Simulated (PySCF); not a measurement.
# Electron correlation in Sn (tin, neutral)

Starting occupation: [Kr] 4d10 5s2 5p2, 5p1/2 with m_j = -1/2, +1/2. All numbers are calculated (PySCF 2.14, X2C-1e with screened-nucleus spin-orbit coupling, Gaussian nucleus, in x2c-SVPall-2c (6s8p4d, 50 functions)). Frozen: [Ar] 3d10; 22 electrons correlated; the 6 highest virtual spinors left out.

MP2 pair energies summed by pair of shells (mhartree):

```json
{"pair": "5p-5s", "energy": "-20.49", "share (%)": "21.4"}
{"pair": "4d-4p", "energy": "-17.93", "share (%)": "18.8"}
{"pair": "4d-4d", "energy": "-14.83", "share (%)": "15.5"}
{"pair": "5s-5s", "energy": "-10.76", "share (%)": "11.3"}
{"pair": "4p-4p", "energy": "-10.22", "share (%)": "10.7"}
{"pair": "4d-5s", "energy": "-6.21", "share (%)": "6.5"}
{"pair": "4d-5p", "energy": "-5.70", "share (%)": "6.0"}
{"pair": "5p-5p", "energy": "-3.75", "share (%)": "3.9"}
{"pair": "4d-4s", "energy": "-1.86", "share (%)": "1.9"}
{"pair": "4p-5s", "energy": "-1.17", "share (%)": "1.2"}
{"pair": "4p-4s", "energy": "-1.04", "share (%)": "1.1"}
{"pair": "4p-5p", "energy": "-0.89", "share (%)": "0.9"}
{"pair": "4s-4s", "energy": "-0.46", "share (%)": "0.5"}
{"pair": "4s-5s", "energy": "-0.17", "share (%)": "0.2"}
{"pair": "4s-5p", "energy": "-0.06", "share (%)": "0.1"}
```

Total MP2 correlation energy: -95.55 mhartree.

The GHF reference relaxed away from the jj start to a determinant that is no pure jj level (⟨S²⟩ = 1.96, ⟨J²⟩ = 1.38); the energies belong to that determinant.

This basis was not built for core-valence correlation, so the inner-shell part is incomplete.
